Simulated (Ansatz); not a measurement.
Consider the substitution at a C–C bond: `CC1(O)C[SiH2]1` + `NC1(O)C=N1` → `CNC1(O)C=N1` + `OC1C[SiH2]1`.

Program: Ansatz. Geometries: PBE0-D4/def2-TZVP. ΔE: electronic, gas phase. CCSD(T)/CBS adds triple-zeta CCSD(T) − MP2 to the extrapolated MP2 energy (def2 sets, frozen cores). DFT in def2-TZVPP. Each species was taken in one conformer, which may not be the lowest.

`CC1(O)C[SiH2]1`:

```xyz
13

C     0.848   -0.229    1.250
C    -0.222    0.167    0.270
O    -1.296    0.869    0.848
C     0.241    0.847   -1.016
Si   -0.538   -0.813   -1.305
H     0.451   -0.896    2.020
H     1.254    0.663    1.740
H     1.668   -0.752    0.752
H    -1.799    0.254    1.388
H     1.312    0.985   -1.133
H    -0.342    1.721   -1.287
H    -1.904   -0.855   -1.867
H     0.326   -1.962   -1.661
```

`NC1(O)C=N1`:

```xyz
9

N    -0.058   -0.411    1.317
C    -0.123   -0.101   -0.054
O    -1.223   -0.735   -0.595
C     1.007    0.293   -0.830
N     0.217    1.255   -0.583
H    -0.968   -0.303    1.748
H     0.621    0.163    1.796
H    -1.421   -0.318   -1.438
H     1.947    0.157   -1.361
```

`CNC1(O)C=N1`:

```xyz
12

C    -0.736   -0.915    1.163
N    -0.754   -0.551   -0.244
C     0.294    0.298   -0.634
O     1.533   -0.345   -0.626
C     0.193    1.723   -0.560
N     0.067    1.272   -1.731
H    -0.843   -0.012    1.769
H    -1.593   -1.557    1.375
H     0.178   -1.433    1.479
H    -0.745   -1.379   -0.828
H     2.171    0.205   -1.090
H     0.235    2.691   -0.072
```

`OC1C[SiH2]1`:

Z-matrix (Å, degrees):
```
C
C 1 1.539
Si 1 1.857 2 65.5
O 1 1.398 2 117.9 3 112.5
H 1 1.092 2 113.5 3 -109.7
H 2 1.085 1 117.6 3 115.8
H 2 1.087 1 114.2 3 -107.6
H 3 1.476 1 119.1 2 102.5
H 3 1.478 1 119.3 2 -106.2
H 4 0.963 1 108.0 2 66.4
```

Q: Is it downhill or uphill in electronic energy at CCSD(T)/CBS, and by how much? (Estimate.)

A: Computed: Uphill: ΔE = +12.1 kcal/mol.

Q: What do these levels give: PBE-D4, B2PLYP, MP2/def2-TZVPP, SCS-MP2/def2-TZVPP, CCSD/def2-TZVPP, MP2/CBS(def2)? (Best estimate.)

A: Computed: PBE-D4 12.1, B2PLYP 11.3, MP2/def2-TZVPP 12.7, SCS-MP2/def2-TZVPP 11.6, CCSD/def2-TZVPP 11.2, MP2/CBS(def2) 13.1 kcal/mol.

Largest T1 diagnostic among the species: 0.012.

In def2-TZVPP, CCSD(T) changes the Hartree–Fock value by +2.4 kcal/mol (the triples alone add +0.5 kcal/mol) and MP2 by +3.4 kcal/mol.
